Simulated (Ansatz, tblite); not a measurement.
Cost and result up the ladder for Sn₂₁H₃₂, a nanocrystal cut from cubic tin (53 atoms). Total charge 0; singlet. Geometry: PBE-D4/def2-SVP.

```xyz
53

Sn   -1.5159   -4.6834   -3.0109
Sn   -0.4507   -3.0901    4.7654
Sn    3.0708   -0.1720    3.6043
Sn    0.8349   -2.4214    0.2532
Sn   -3.4093   -1.0795   -0.9242
Sn   -1.1179    1.1720    2.3637
Sn    0.1912    1.5710   -2.0313
Sn   -2.1622   -0.6732   -5.3053
Sn    2.4207    3.8633    1.2962
Sn   -1.8209    5.3983   -0.0936
Sn   -0.3762   -4.1265    2.1487
Sn    1.0454   -3.9223   -2.1291
Sn   -3.1909   -2.4488   -3.3762
Sn    3.3679   -1.6380    1.2155
Sn    1.9905   -1.9200    5.5385
Sn    1.4064    2.0725    3.2240
Sn    0.3614    0.3211   -4.5574
Sn    2.6819    2.6156   -1.2175
Sn   -0.8615   -0.1920   -0.0942
Sn   -1.6383    3.6994   -2.3313
Sn    0.6992    6.0745    0.9642
H    -1.4195   -5.6181   -4.4728
H    -2.2228   -5.7062   -1.7975
H    -0.8365   -4.3666    5.8833
H    -1.7139   -1.9069    4.8814
H     4.6352    0.3714    4.1527
H    -4.0808   -2.1176    0.2981
H    -4.4707    0.2886   -1.0803
H    -1.8228    0.1109    3.5454
H    -2.2079    2.5116    2.1714
H    -2.0935   -1.4392   -6.8639
H    -3.2510    0.6732   -5.4466
H     3.9795    4.4410    1.8254
H    -2.7700    4.6302    1.1387
H    -2.6481    6.8614   -0.5442
H     0.4979   -5.6304    2.1847
H    -1.9901   -4.5049    1.6202
H     1.9950   -5.3422   -1.8026
H     1.8696   -3.0201   -3.3613
H    -4.7620   -2.9992   -3.8959
H     4.3033   -3.0690    1.5399
H     4.2184   -0.7281    0.0057
H     3.1380   -3.1959    5.8175
H     1.7869   -1.0904    7.0520
H     1.2488    2.9158    4.7436
H     1.5369   -0.9553   -4.5410
H     0.8919    1.4999   -5.7210
H     3.8822    1.3612   -1.1902
H     3.1944    3.7976   -2.3871
H    -3.2082    3.0479   -2.7027
H    -1.1609    4.6556   -3.7043
H     0.4932    6.9087    2.4747
H     1.4612    7.1944   -0.1258
```

Ansatz on 11 threads of AMD EPYC 7R13 on a shared host and a whole NVIDIA H100 80GB HBM3; xTB runs through tblite on one thread. Times are rough, summed over both states, and most runs start from the orbitals of an earlier one. PBE0-D4/def2-TZVP serves as the yardstick here, not as an exact answer. The other state is a triplet.

In the def2 sets Sn takes a core potential; there is no spin–orbit coupling. The xTB rows come from tblite. Single mean-field runs in def2-TZVP are fitted with def2-universal-jkfit. HOMO above LUMO, or a gap near zero within one spin, warns that the state may not be the lowest or that an electron is smeared out.

xTB has no spin-polarisation term.

| level | functions | wall time | vertical triplet (eV) | difference from PBE0-D4/def2-TZVP (eV) | remarks |
| --- | --- | --- | --- | --- | --- |
| GFN1-xTB | 253 | 0.85 s | 1.69 | -1.72 | – |
| GFN2-xTB | 221 | 1.8 s | 1.12 | -2.30 | – |
| PBE-D4/def2-TZVP (with forces) | 1242 | 30 s | 2.82 | -0.59 | gap within one spin near zero (triplet) |
| PBE0-D4/def2-TZVP | 1242 | 45 s | 3.41 | 0.00 | – |
